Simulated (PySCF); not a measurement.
A species of formula C2H2BF3 has this rotational fingerprint, computed with PBE0-D3(BJ)/def2-SVP geometry optimisation, gas phase (PySCF):

- Rotational constants: A = 5299, B = 3048, C = 1935 MHz
- Dipole components: |μa| = 0.79 D, |μb| = 1.51 D, |μc| = 0.00 D
- Inertial defect: 0.00 u·Å²
- κ: -0.34

Question: Which structure is it? (One computed conformer of each.)
A. `BC(F)=C(F)F`
B. `FB(F)C(F)=C`

Answer: B. It is C=C(F)B(F)F, an asymmetric top, point group Cs. The candidates at the same level (rigid rotor, commonest isotopes):

```json
{"SMILES": "C=C(F)B(F)F", "A (MHz)": "5299", "B (MHz)": "3048", "C (MHz)": "1935", "μa (D)": "0.79", "μb (D)": "1.51", "μc (D)": "0.00", "Δ (u·Å²)": "0.00", "point group": "Cs", "rotor": "asymmetric top"}
{"SMILES": "BC(F)=C(F)F", "A (MHz)": "5260", "B (MHz)": "3406", "C (MHz)": "2067", "μa (D)": "0.95", "μb (D)": "0.45", "μc (D)": "0.00", "Δ (u·Å²)": "0.00", "point group": "Cs", "rotor": "asymmetric top"}
```

`BC(F)=C(F)F` has B 12 % too high. In the right answer the mirror of this Cs structure is the ab plane, so μc vanishes by symmetry. No structure here is proved a minimum.

Conformer computed: `[CH2:1]=[C:2]([F:3])[B:4]([F:5])[F:6]`: C1–C2–B4–F5 180°.
